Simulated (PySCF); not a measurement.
Match the calculated data to a structure.

* UV, strongest line: among the 8 lowest singlet transitions: S5 at 6.89 eV (180 nm, f = 0.674) [TDDFT CAM-B3LYP/def2-SVPD]
* Polarisability: 96.7 au [CAM-B3LYP/def2-SVPD]
* Triplet: lowest triplet excitation (Tamm–Dancoff): 3.76 eV [TDA CAM-B3LYP/def2-SVPD]
* UV, first state: lowest singlet excitation: 5.25 eV (236 nm, f = 0.001) [TDDFT CAM-B3LYP/def2-SVPD]
* Rotational structure: rotational constants A, B, C: 5.556, 0.999, 0.851 GHz [GFN2-xTB]
* Dipole: 5.33 D [CAM-B3LYP/def2-SVPD]

Electronic properties: PySCF, gas phase, density fitting. Levels stand in brackets. Isolated species at its GFN2-xTB geometry, gas phase.

**Question.** Which candidate is it?
A. `Cc1ccc(C#N)cc1`
B. `c1ccn2cccc2c1`
C. `C=CC(=C)CC#CC#N`
D. `N#CC1=CCC=CC=C1`

**Answer.** A. It is `Cc1ccc(C#N)cc1`. Numbering: `[CH3:1][c:2]1[cH:3][cH:4][c:5]([C:6]#[N:7])[cH:8][cH:9]1`. Its formula, C8H7N, gives 6 degrees of unsaturation: 1 ring and 5 π bonds in the structure found (Kekulé form). The optimised geometry has point group Cs and is an asymmetric top.

The others, at the same levels:
- `C=CC(=C)CC#CC#N` fails: its computed lowest triplet excitation (Tamm–Dancoff) is 3.29 eV (against 3.76 eV), strongest line among the 8 lowest singlet transitions is S4 at 5.81 eV (214 nm, f = 0.421) (against S5 at 6.89 eV) and static isotropic polarisability is 103.4 au (against 96.7 au).
- `N#CC1=CCC=CC=C1` fails: its computed lowest singlet excitation is 4.92 eV (252 nm, f = 0.066) (against 5.25 eV), lowest triplet excitation (Tamm–Dancoff) is 3.25 eV (against 3.76 eV) and strongest line among the 8 lowest singlet transitions is S4 at 6.28 eV (197 nm, f = 0.334) (against S5 at 6.89 eV).
- `c1ccn2cccc2c1` fails: its computed lowest singlet excitation is 3.94 eV (314 nm, f = 0.050) (against 5.25 eV), lowest triplet excitation (Tamm–Dancoff) is 2.83 eV (against 3.76 eV) and strongest line among the 8 lowest singlet transitions is S4 at 5.97 eV (208 nm, f = 0.702) (against S5 at 6.89 eV).

Each candidate is one conformer, not necessarily the lowest. Dipoles, sizes and rotational constants follow the conformer. The torsions of the flexible species, by atom-mapped SMILES:
- `[CH2:1]=[CH:2][C:3](=[CH2:4])[CH2:5][C:6]#[C:7][C:8]#[N:9]`: C1–C2–C3–C4 -177°, C2–C3–C5–C6 -69°
